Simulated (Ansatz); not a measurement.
ClH₂NbO₃ (`[O]=[Nb]([OH])([OH])[Cl]`), relaxed with RKS PBE-D4/def2-SVP in Ansatz from a rough embedded geometry. The force threshold is 0.03 eV/Å; the program also tests the step.

Charge 0, multiplicity 1. Nb: def2 effective core potential.

Start:

```xyz
7

O    -0.788   -1.882   -0.363
Nb    0.020   -0.258   -0.293
O    -1.308    1.113   -0.890
O     0.565    0.185    1.653
Cl    1.949   -0.169   -1.704
H    -1.911    1.268   -0.108
H     1.473   -0.258    1.705
```

Q: By how much does the energy fall, and how many steps does the optimiser take? (Estimate.)

A: Ansatz gave: 121.53 kJ/mol, in 7 steps.

Q: Which bonds change most? (An estimate is asked.)

A: Computed: Nb2–O4 from 2.069 to 1.901 Å; O1–Nb2 from 1.815 to 1.711 Å; Nb2–O3 from 2.000 to 1.901 Å; Nb2–Cl5 from 2.392 to 2.329 Å.

Q: Give the relaxed structure. (An estimate is asked.)

A: The calculation gave: 
```xyz
7

O    -0.619   -1.668   -0.190
Nb    0.148   -0.139   -0.247
O    -1.194    1.185   -0.497
O     1.031    0.145    1.412
Cl    1.666   -0.133   -2.013
H    -2.150    1.066   -0.638
H     1.118   -0.455    2.174
```
